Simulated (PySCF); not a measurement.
Telling isomers of C6H10O2 apart by NMR

Averaged over atoms made equivalent by symmetry, fast rotation or ring inversion, one conformer, in vacuum, relativity neglected. Shielding tensors at PBE0/pcSseg-1 (GIAO); coordinates at the GFN2-xTB level; PySCF.

δ = σ(ref) − σ, references computed at the same level: ¹H, ¹³C vs TMS. Where no couplings were computed, multiplicities follow the n + 1 count of equivalent neighbours, and m marks all less simple cases (inequivalent or close neighbours, rings, F or P nearby). Shifts are as computed. Against solution values, carbons near 30 ppm lie about +3 ppm off and those near 130 ppm about +5 ppm. Of 1211 compounds with measured shifts, 218 miss one by over three times the rms of a fit or turn the order of signals round; such compounds aren't used in these exercises. OH and NH positions are gas-phase values without hydrogen bonding to other molecules.

(1) Tabulate the signals of `C=C(COC)C(C)=O`, `C/C=C/[C@@H]1OC[C@H]1O`, `CO[C@@]12CCC[C@@H]1O2` and their relative energies.

(2) What is the quickest way to tell C=C(COC)C(C)=O from CO[C@@]12CCC[C@@H]1O2?

(3) What is the quickest way to tell C=C(COC)C(C)=O from C/C=C/[C@@H]1OC[C@H]1O?

(4) What is the quickest way to tell C/C=C/[C@@H]1OC[C@H]1O from CO[C@@]12CCC[C@@H]1O2?

Results:

(1) 
| SMILES | carbon types | δC | δH | E rel. (kcal/mol) |
| --- | --- | --- | --- | --- |
| C=C(COC)C(C)=O | 2×C 2×CH2 2×CH3 | 203.1, 152.1, 131.1, 72.2, 57.6, 28.7 | 6.44 (m, 1H), 6.43 (m, 1H), 4.52 (s, 2H), 3.29 (s, 3H), 2.43 (s, 3H) | 1.3 |
| C/C=C/[C@@H]1OC[C@H]1O | 4×CH 1×CH2 1×CH3 | 144.2, 131.2, 96.5, 82.2, 81.9, 22.4 | 6.33 (m, 1H), 5.83 (m, 1H), 5.14 (m, 1H), 4.94 (m, 1H), 4.35 (m, 1H), 4.21 (m, 1H), 1.90 (d, 3H), 1.11 (br s, 1H) | 17.3 |
| CO[C@@]12CCC[C@@H]1O2 | 1×C 1×CH 3×CH2 1×CH3 | 90.0, 62.9, 55.8, 29.3, 28.8, 23.5 | 3.60 (s, 3H), 3.11 (m, 1H), 2.18 (m, 1H), 1.72 (m, 1H), 1.63 (m, 1H), 1.51 (m, 1H), 1.48 (m, 1H), 1.44 (m, 1H) | 0.0 |

Energies are electronic energies at PBE0/pcSseg-1 on these geometries, without zero-point or thermal terms, each for the one conformer computed, which needn't be the lowest.

(2) Both give the same number of carbon signals, but DEPT or the intensities differ. The first has a ketone carbonyl carbon (C) at 203.1 ppm, the second an epoxide ring carbon (C) at 90.0 ppm. In the proton spectra the most deshielded non-exchanging signals are 6.44 (m, 1H) and 3.60 (s, 3H).

(3) Both give the same number of carbon signals, but DEPT or the intensities differ. The first has a ketone carbonyl carbon (C) at 203.1 ppm, the second an alkene CH at 144.2 ppm.

(4) Both give the same number of carbon signals, but DEPT or the intensities differ. The first has an alkene CH at 144.2 ppm, the second an epoxide ring carbon (C) at 90.0 ppm. In the proton spectra the most deshielded non-exchanging signals are 6.33 (m, 1H) and 3.60 (s, 3H).
